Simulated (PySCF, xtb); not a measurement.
C3H6F2Si, SMILES C(C[SiH3])=C(F)F.

xtb with GFN2-xTB at its own geometry gives an orbital gap of 4.62 eV and a dipole moment of 3.12 D.

Geometry optimised at PBE0-D3(BJ)/def2-SVP. The structure was generated by enumeration, and PubChem lists no compound with its InChIKey, so it may never have been made. One conformer was computed; it need not be the lowest.

Question: What does r2SCAN/def2-TZVP (PySCF) give? (An estimate is asked for; the answer gives what the named calculation found.)

Answer: gap 5.74 eV (levels -6.02 and -0.28 eV), dipole 1.21 D.
